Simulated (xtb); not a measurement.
xtb input for Ag(Cl) cation (AgCl), SMILES [Ag][Cl] (connectivity only; charge and spin as stated), charge +1, multiplicity 2, GFN2-xTB. 

```
$ xtb mol.xyz --gfn 2 --sp --chrg 1 --uhf 1 --json
$ cat mol.xyz
2

Ag     0.00000000     0.00000000    -0.60797559
Cl     0.00000000     0.00000000     1.68087370
```

Log of the run:

```
[banner left out]
          |                Calculation Setup                |
           -------------------------------------------------



           -------------------------------------------------
          |                 G F N 2 - x T B                 |
           -------------------------------------------------

        Reference                      10.1021/acs.jctc.8b01176
      * Hamiltonian:
        H0-scaling (s, p, d)           1.850000    2.230000    2.230000
        zeta-weighting                 0.500000
      * Dispersion:
        s8                             2.700000
        a1                             0.520000
        a2                             5.000000
        s9                             5.000000
      * Repulsion:
        kExp                           1.500000    1.000000
        rExp                           1.000000
      * Coulomb:
        alpha                          2.000000
        third order                    shell-resolved
        anisotropic                    true
        a3                             3.000000
        a5                             4.000000
        cn-shift                       1.200000
        cn-exp                         4.000000
        max-rad                        5.000000


          ...................................................
          :                      SETUP                      :
          :.................................................:
          :  # basis functions                  20          :
          :  # atomic orbitals                  18          :
          :  # shells                            6          :
          :  # electrons                        17          :
          :  max. iterations                   250          :
          :  Hamiltonian                  GFN2-xTB          :
          :  restarted?                      false          :
          :  GBSA solvation                  false          :
          :  PC potential                    false          :
          :  electronic temp.          300.0000000     K    :
          :  accuracy                    1.0000000          :
          :  -> integral cutoff          0.2500000E+02      :
          :  -> integral neglect         0.1000000E-07      :
          :  -> SCF convergence          0.1000000E-05 Eh   :
          :  -> wf. convergence          0.1000000E-03 e    :
          :  Broyden damping             0.4000000          :
          :  net charge                          1          :
          :  unpaired electrons                  1          :
          ...................................................

 iter      E             dE          RMSdq      gap      omega  full diag
   1     -7.8857064 -0.788571E+01  0.129E+01    3.76       0.0  T
   2     -7.8354695  0.502369E-01  0.938E+00    4.87       1.0  T
   3     -7.8869983 -0.515288E-01  0.789E+00    3.99       1.0  T
   4     -7.9155090 -0.285107E-01  0.356E+00    4.78       1.0  T
   5     -7.9163777 -0.868628E-03  0.347E+00    4.79       1.0  T
   6     -7.8935205  0.228572E-01  0.847E+00    5.06       1.0  T
   7     -7.9104615 -0.169410E-01  0.582E+00    5.06       1.0  T
   8     -7.9112835 -0.821943E-03  0.570E+00    5.06       1.0  T
   9     -7.9069555  0.432802E-02  0.624E+00    5.06       1.0  T
  10     -7.9293100 -0.223546E-01  0.528E-01    5.04       1.0  T
  11     -7.9281187  0.119138E-02  0.144E+00    5.05       1.0  T
  12     -7.9294893 -0.137063E-02  0.665E-01    5.02       1.0  T
  13     -7.9295019 -0.125792E-04  0.542E-01    5.02       1.0  T
  14     -7.9295872 -0.853866E-04  0.261E-01    5.03       1.0  T
  15     -7.9296134 -0.261353E-04  0.121E-01    5.03       1.0  T
  16     -7.9296179 -0.455805E-05  0.566E-02    5.03       1.2  T
  17     -7.9296188 -0.828098E-06  0.386E-03    5.03      18.3  T
  18     -7.9296187  0.702079E-07  0.963E-03    5.03       7.3  T
  19     -7.9296188 -0.890559E-07  0.140E-03    5.03      50.4  T
  20     -7.9296188  0.306954E-10  0.361E-04    5.03     195.6  T
  21     -7.9296188 -0.881446E-10  0.802E-05    5.03     882.0  T

   *** convergence criteria satisfied after 21 iterations ***

         #    Occupation            Energy/Eh            Energy/eV
      -------------------------------------------------------------
         1        2.0000           -1.2798142             -34.8255
       ...           ...                  ...                  ...
         3        2.0000           -0.7186091             -19.5543
         4        2.0000           -0.7186091             -19.5543
         5        2.0000           -0.7117743             -19.3684
         6        2.0000           -0.7117743             -19.3684
         7        1.7474           -0.6873026             -18.7025
         8        1.6263           -0.6867623             -18.6878
         9        1.6263           -0.6867623             -18.6878 (HOMO)
        10                         -0.5018033             -13.6548 (LUMO)
        11                         -0.3544889              -9.6461
        12                         -0.3544889              -9.6461
        13                         -0.2343475              -6.3769
        14                         -0.2343475              -6.3769
       ...                                ...                  ...
        18                         -0.0177285              -0.4824
      -------------------------------------------------------------
                  HL-Gap            0.1849590 Eh            5.0330 eV
             Fermi-level           -0.6402773 Eh          -17.4228 eV

 SCC (total)                   0 d,  0 h,  0 min,  0.002 sec
 SCC setup                      ...        0 min,  0.000 sec (  2.734%)
 Dispersion                     ...        0 min,  0.000 sec (  0.704%)
 classical contributions        ...        0 min,  0.000 sec (  0.428%)
 integral evaluation            ...        0 min,  0.000 sec ( 14.941%)
 iterations                     ...        0 min,  0.001 sec ( 65.201%)
 molecular gradient             ...        0 min,  0.000 sec ( 13.727%)
 printout                       ...        0 min,  0.000 sec (  1.972%)

         :::::::::::::::::::::::::::::::::::::::::::::::::::::
         ::                     SUMMARY                     ::
         :::::::::::::::::::::::::::::::::::::::::::::::::::::
         :: total energy              -7.927247359815 Eh    ::
         :: gradient norm              0.000210298863 Eh/a0 ::
         :: HOMO-LUMO gap              5.032990990112 eV    ::
         ::.................................................::
         :: SCC energy                -7.929618790202 Eh    ::
         :: -> isotropic ES            0.147144523299 Eh    ::
         :: -> anisotropic ES         -0.003377162467 Eh    ::
         :: -> anisotropic XC         -0.005444175233 Eh    ::
         :: -> dispersion             -0.000775977821 Eh    ::
         :: repulsion energy           0.002371430387 Eh    ::
         :: add. restraining           0.000000000000 Eh    ::
         :: total charge               1.000000000572 e     ::
         :::::::::::::::::::::::::::::::::::::::::::::::::::::

           -------------------------------------------------
          |                Property Printout                |
           -------------------------------------------------

    * Orbital Energies and Occupations

         #    Occupation            Energy/Eh            Energy/eV
      -------------------------------------------------------------
         1        2.0000           -1.2798142             -34.8255
         2        2.0000           -0.7358037             -20.0222
         3        2.0000           -0.7186091             -19.5543
         4        2.0000           -0.7186091             -19.5543
Note: The following floating-point exceptions are signalling: IEEE_UNDERFLOW_FLAG IEEE_DENORMAL
normal termination of xtb
         5        2.0000           -0.7117743             -19.3684
         6        2.0000           -0.7117743             -19.3684
         7        1.7474           -0.6873026             -18.7025
         8        1.6263           -0.6867623             -18.6878
         9        1.6263           -0.6867623             -18.6878 (HOMO)
        10                         -0.5018033             -13.6548 (LUMO)
        11                         -0.3544889              -9.6461
        12                         -0.3544889              -9.6461
        13                         -0.2343475              -6.3769
        14                         -0.2343475              -6.3769
        15                         -0.2326992              -6.3321
        16                         -0.2326992              -6.3321
        17                         -0.2282494              -6.2110
        18                         -0.0177285              -0.4824
      -------------------------------------------------------------
                  HL-Gap            0.1849590 Eh            5.0330 eV
             Fermi-level           -0.6402773 Eh          -17.4228 eV

     #   Z          covCN         q      C6AA      α(0)
     1  47 Ag       0.796     0.758   235.016    31.967
     2  17 Cl       0.796     0.242    92.127    14.683

 Mol. C6AA /au·bohr⁶  :        614.080975
 Mol. C8AA /au·bohr⁸  :      42201.196563
 Mol. α(0) /au        :         46.649799


Wiberg/Mayer (AO) data.
largest (>0.10) Wiberg bond orders for each atom

 ---------------------------------------------------------------------------
     #   Z sym  total        # sym  WBO       # sym  WBO       # sym  WBO
 ---------------------------------------------------------------------------
     1  47 Ag   0.962 --     2 Cl   0.962
     2  17 Cl   0.962 --     1 Ag   0.962
 ---------------------------------------------------------------------------

Topologies differ in total number of bonds
Writing topology from bond orders to xtbtopo.mol

molecular dipole:
                 x           y           z       tot (Debye)
 q only:        0.000       0.000      -0.104
   full:       -0.000       0.000      -0.803       2.042
molecular quadrupole (traceless):
                xx          xy          yy          xz          yz          zz
 q only:       -1.720       0.000      -1.720       0.000       0.000       3.440
  q+dip:       -2.885       0.000      -2.885      -0.000      -0.000       5.771
   full:       -2.272      -0.000      -2.272       0.000      -0.000       4.543


           -------------------------------------------------
          | TOTAL ENERGY               -7.927247359815 Eh   |
          | GRADIENT NORM               0.000210298863 Eh/α |
          | HOMO-LUMO GAP               5.032990990112 eV   |
           -------------------------------------------------

------------------------------------------------------------------------
------------------------------------------------------------------------
 total:
 SCF:
```

The calculation finished and met its thresholds.

Cost: very roughly 0.020 core-seconds.
